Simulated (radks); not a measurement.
Results of a calculation; reference values are marked as such.
The iodine ion I+, 52 electrons, occupied as [Kr] 4d10 5s1.75 5p4.25 (fractional occupations, a model configuration). Level of theory: scalar-relativistic Kohn-Sham, LDA (Slater exchange, Perdew-Wang correlation), spin-polarised, spherical densities, point nucleus; open shells are filled with parallel spins first (spin-orbit coupling, left out, can overturn this in heavy ions) (a radial shooting solver on a logarithmic mesh with Libxc functionals).

Unscreened Slater integrals over Kohn-Sham orbitals (hartree). They are taken over the spin-up orbitals.

| integral | value |
|---|---|
| F0(5p,5p) | 0.39225 |
| F2(5p,5p) | 0.21043 |
| F0(5p,5s) | 0.42535 |
| G1(5p,5s) | 0.27959 |
| F0(5p,4d) | 0.49340 |
| F2(5p,4d) | 0.13396 |
| G1(5p,4d) | 0.041788 |
| G3(5p,4d) | 0.038593 |
| F0(5s,5s) | 0.47109 |
| F0(5s,4d) | 0.57719 |
| G2(5s,4d) | 0.071054 |
| F0(4d,4d) | 0.97907 |
| F2(4d,4d) | 0.49430 |
| F4(4d,4d) | 0.32762 |

Derived for the open shells (J is the average intra-shell exchange parameter used in DFT+U). 5p: J = F2/5 = 0.04209 hartree.
